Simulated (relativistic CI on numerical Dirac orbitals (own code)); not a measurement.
**Ligand-field terms of d4**

Computed with a parametric ligand-field model of a d^n configuration (Racah B and C, spin-orbit zeta, crystal field), exact diagonalisation.

Field parameters in Wybourne normalisation: D3d B²₀ = −7Dσ, B⁴₀ = −14Dq − 21Dτ, B⁴₃ = −14√(10/7) Dq; Td as Oh with Dq negative (B⁴₀ = 21Dq, B⁴₄ = √(5/14) B⁴₀). The field is a parameter set, without covalency.

(1) Ground term and bands for B = 400, C = 1680, ζ = 0 cm⁻¹, D3d, 10Dq = 32750, Dσ = 1200, Dτ = 160 cm⁻¹?

(2) Ground term and bands for B = 520, C = 2540, ζ = 0 cm⁻¹, Td, 10Dq = -3800 cm⁻¹?

(3) Ground term and bands for B = 430, C = 1910, ζ = 0 cm⁻¹, Td, 10Dq = -1450 cm⁻¹?

(4) Ground term and bands for B = 900, C = 4370, ζ = 0 cm⁻¹, D3d, 10Dq = 23150, Dσ = -1200, Dτ = 190 cm⁻¹?

(5) A d4 ion in Td symmetry has the ground term 1A1 and bands at 5T2 857 cm⁻¹, 3T1 3382 cm⁻¹ (2957 nm), 3T2 6172 cm⁻¹ (1620 nm), 1T1 7644 cm⁻¹ (1308 nm), 1T2 13116 cm⁻¹ (762 nm), 1E 16172 cm⁻¹ (618 nm), 1T2 16703 cm⁻¹ (599 nm). Which parameters reproduce them?

Results:

(1) Ground term 3A2 with 0.00 electrons in the two orbitals of the cubic e set. Spin-allowed: 3E 4369 cm⁻¹ (2289 nm), 3A1 31907 cm⁻¹ (313 nm), 3E 32744 cm⁻¹ (305 nm), 3E 34839 cm⁻¹ (287 nm). Lowest spin-forbidden: 1E 5529 cm⁻¹ (1809 nm), 1A1 8851 cm⁻¹ (1130 nm), 1E 9812 cm⁻¹ (1019 nm).

(2) Ground term 5T2 with 2.00 electrons in the two orbitals of the cubic e set. Spin-allowed: 5E 3800 cm⁻¹ (2632 nm). Lowest spin-forbidden: 3T1 9855 cm⁻¹ (1015 nm), 3T2 11374 cm⁻¹ (879 nm), 1A1 12697 cm⁻¹ (788 nm).

(3) Ground term 5T2 with 2.00 electrons in the two orbitals of the cubic e set. Spin-allowed: 5E 1450 cm⁻¹. Lowest spin-forbidden: 3T1 8680 cm⁻¹ (1152 nm), 3T2 9255 cm⁻¹ (1080 nm), 3T1 9824 cm⁻¹ (1018 nm).

(4) Ground term 5E with 1.01 electrons in the two orbitals of the cubic e set. Spin-allowed: 5A1 22518 cm⁻¹ (444 nm), 5E 25037 cm⁻¹ (399 nm). Lowest spin-forbidden: 3E 1034 cm⁻¹, 3A2 2639 cm⁻¹, 1A1 12977 cm⁻¹ (771 nm).

(5) B = 530, C = 1900, ζ = 0 cm⁻¹, Td, 10Dq = -8650 cm⁻¹.
